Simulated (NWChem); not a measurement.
Everything below was run with NWChem. System: Cl$_{2}$Zn, charge 0, spin multiplicity 1, at a geometry optimised with B3LYP/def2-SVP. The structure started from a generated list of species.

Job file:

```
start mol
memory heap 200 mb stack 900 mb global 1100 mb
geometry units angstroms nocenter noautoz
  Zn     0.000000     0.000000     0.000000
  Cl     0.000000     0.000000    -2.107977
  Cl     0.000000     0.000000     2.107977
  symmetry group D2h
end
basis spherical
  * library def2-svpd
end
dft
  xc xpbe96 cpbe96
  semidirect memsize 60000000 filesize 0
  iterations 100
end
tddft
  rpa
  nroots 6
  notriplet
  thresh 1e-4
end
task tddft energy
```

The output up to the point where the run's verdict is printed (cleaned and shortened):

```
             Northwest Computational Chemistry Package (NWChem) 7.3.0
             --------------------------------------------------------

                                NWChem Input Module
                                -------------------

 Scaling coordinates for geometry "geometry" by  1.889725989
 (inverse scale =  0.529177249)

 Turning off AUTOSYM since
 SYMMETRY directive was detected!

                             Geometry "geometry" -> ""
                             -------------------------

 Output coordinates in angstroms (scale by  1.889725989 to convert to a.u.)

  No.       Tag          Charge          X              Y              Z
 ---- ---------------- ---------- -------------- -------------- --------------
    1 Zn                  30.0000     0.00000000     0.00000000     0.00000000
    2 Cl                  17.0000     0.00000000     0.00000000    -2.10797700
    3 Cl                  17.0000     0.00000000     0.00000000     2.10797700

 Effective nuclear repulsion energy (a.u.)     292.3309440569

            Nuclear Dipole moment (a.u.)
            ----------------------------
        X                 Y               Z
 ---------------- ---------------- ----------------
     0.0000000000     0.0000000000     0.0000000000

      Symmetry information
      --------------------

 Group name             D2h
 Group number             26
 Group order               8
 No. of unique centers     2

      Symmetry unique atoms

     1    2


 Summary of "ao basis" -> "" (spherical)
 ------------------------------------------------------------------------------
       Tag                 Description            Shells   Functions and Types
 ---------------- ------------------------------  ------  ---------------------
 *                         def2-svpd                  on all atoms

  pbe96 is a nonlocal functional; adding pw91lda local functional.

                                 NWChem DFT Module
                                 -----------------

 Summary of "ao basis" -> "ao basis" (spherical)
 ------------------------------------------------------------------------------
[...]
     2   0 2 0    -28.939330    -14.469665    -14.469665      0.000000
     2   0 1 1      0.000000      0.000000      0.000000      0.000000
     2   0 0 2    -35.410456   -287.465710   -287.465710    539.520964

                                NWChem TDDFT Module
                                -------------------

            General Information
            -------------------
           No. of orbitals :     176
            Alpha orbitals :      88
             Beta orbitals :      88
        Alpha frozen cores :       0
         Beta frozen cores :       0
     Alpha frozen virtuals :       0
      Beta frozen virtuals :       0
         Spin multiplicity :       1
    Number of AO functions :      88
        Use of symmetry is : off
      Symmetry adaption is : on
         Schwarz screening :  0.10D-07

              XC Information
              --------------
   PerdewBurkeErnzerhof Exchange Functional   1.00
     Perdew 1991 LDA Correlation Functional   1.00 local
    PerdewBurkeErnz. Correlation Functional   1.00 non-local

             TDDFT Information
             -----------------
          Calculation type : TDDFT
         Wavefunction type : Restricted singlets
          No. of electrons :      64
           Alpha electrons :      32
            Beta electrons :      32
              No. of roots :       6
          Max subspacesize :    5200
            Max iterations :     100
               Target root :       1
           Target symmetry : none
      Symmetry restriction : off
                 Algorithm : Optimal
        Davidson threshold :  0.10D-03

            Memory Information
            ------------------
          Available GA space size is         144171456 doubles
          Available MA space size is          50652980 doubles
          Length of a trial vector is         1792
          Algorithm : Incore multiple tensor contraction
          Estimated peak GA usage is          37697792 doubles
          Estimated peak MA usage is             25800 doubles

    6 smallest eigenvalue differences (eV)
--------------------------------------------------------
  No. Spin  Occ  Vir  Irrep   E(Occ)    E(Vir)   E(Diff)
--------------------------------------------------------
    1    1   32   33 b3g      -0.289    -0.106     4.992
    2    1   31   33 b2g      -0.289    -0.106     4.992
    3    1   30   33 b2u      -0.305    -0.106     5.408
    4    1   29   33 b3u      -0.305    -0.106     5.408
    5    1   28   33 b1u      -0.344    -0.106     6.491
    6    1   32   34 b1u      -0.289    -0.046     6.613
--------------------------------------------------------

  Entering Davidson iterations
  Restricted singlet excited states

  Iter   NTrls   NConv    DeltaV     DeltaE      Time
  ----  ------  ------  ---------  ---------  ---------
    1      6       0     0.29E+00   0.10+100        3.2
    2     12       0     0.11E+00   0.73E-01        3.3
    3     24       0     0.25E-01   0.61E-02        5.0
    4     36       0     0.33E-02   0.23E-03        5.2
    5     48       0     0.11E-02   0.77E-05        5.2
    6     60       0     0.86E-03   0.29E-06        6.0
    7     72       4     0.76E-03   0.84E-07        4.7
    8     76       4     0.71E-03   0.45E-07        2.5
    9     80       4     0.22E-01   0.78E-03        2.8
   10     84       4     0.59E-02   0.18E-02        2.6
   11     88       4     0.23E-02   0.20E-04        2.5
   12     92       5     0.17E-02   0.33E-05        2.4
   13     94       5     0.16E-02   0.19E-06        2.1
   14     96       5     0.16E-02   0.21E-07        2.0
   15     98       5     0.16E-02   0.12E-06        2.0
   16    100       5     0.14E-02   0.63E-06        2.0
   17    102       4     0.36E-01   0.11E-02        2.0
   18    106       3     0.11E+00   0.18E+00        2.5
   19    112       4     0.39E-03   0.46E-02        3.0
   20    115       5     0.31E-03   0.38E-07        3.3
```

The run crashed. NWChem stopped with the message: tddft_diagon: negative excitation energy.
